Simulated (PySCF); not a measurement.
Unrelated species, one level of theory. Theory: TDDFT CAM-B3LYP/def2-SVPD, vertical, gas phase, core orbitals frozen in the response in PySCF 2.14.0, density-fitted response routines. Geometries: GFN2-xTB; one conformer of each isolated species. Triplets are in the Tamm–Dancoff approximation. Ions are computed without counter-ions or solvent.

Question: Rank by computed lowest triplet energy, lowest first.
A. `C=C/C=C\CC(F)(F)F`
B. `C=C(O/C=C/F)C(F)F`
C. `FC1=C[C@@H](C(F)F)CC1`
D. `C/C(C=O)=C/C(F)(F)F`
E. `S[Si@@](OC=O)(O)C`
F. `C=C(C(=O)[O-])[C@@H](F)C#N`

Answer: D (3.08 eV), A (3.21 eV), B (3.84 eV), F (4.11 eV), C (4.43 eV), E (5.34 eV).

| SMILES | T1 (eV) | first f ≥ 0.01 (nm) | S1 (eV) | f (S1) | HOMO (eV) | LUMO (eV) | S1 mainly |
| --- | --- | --- | --- | --- | --- | --- | --- |
| C/C(C=O)=C/C(F)(F)F | 3.08 | 208 | 3.63 | 0.000 | -9.59 | -1.50 | H→L (93%) |
| C=C/C=C\CC(F)(F)F | 3.21 | 212 | 5.86 | 0.784 | -8.30 | -0.09 | H→L (98%) |
| C=C(O/C=C/F)C(F)F | 3.84 | 210 | 5.89 | 0.350 | -8.39 | 0.27 | H→L (97%) |
| C=C(C(=O)[O-])[C@@H](F)C#N | 4.11 | 219 | 4.55 | 0.000 | -3.98 | 3.89 | H→L (74%) |
| FC1=C[C@@H](C(F)F)CC1 | 4.43 | 176 | 7.04 | 0.012 | -8.70 | 1.21 | H→L (63%) |
| C[Si@](O)(S)OC=O | 5.34 | 180 | 5.87 | 0.001 | -9.05 | 0.61 | H-2→L (54%) |

H and L stand for HOMO and LUMO.

- `C/C(C=O)=C/C(F)(F)F`: Löwdin shares by element: HOMO oxygen 60%, carbon 25% or more, hydrogen 8% or more; LUMO carbon 62% or more, oxygen 21% (atoms not listed hold the other 17%).
- `C=C/C=C\CC(F)(F)F`: Löwdin shares by element: HOMO carbon 84% or more (atoms not listed hold the other 16%); LUMO carbon 79% or more (atoms not listed hold the other 21%).
- `C=C(O/C=C/F)C(F)F`: Löwdin shares by element: HOMO carbon 52% or more, oxygen 23% (atoms not listed hold the other 26%); LUMO carbon 65% or more (atoms not listed hold the other 35%).
- `C=C(C(=O)[O-])[C@@H](F)C#N`: Löwdin shares by element: HOMO oxygen 62%, nitrogen 22%, carbon 8% or more; LUMO carbon 56% or more, hydrogen 8% or more (atoms not listed hold the other 36%).
- `FC1=C[C@@H](C(F)F)CC1`: Löwdin shares by element: HOMO carbon 66% or more, fluorine 10% or more (atoms not listed hold the other 24%); LUMO carbon 35% or more, hydrogen 7% or more (atoms not listed hold the other 58%).
- `C[Si@](O)(S)OC=O`: Löwdin shares by element: HOMO sulfur 79%, silicon 8%, hydrogen 7% or more; LUMO oxygen 42% or more, carbon 38% or more, hydrogen 8% or more.
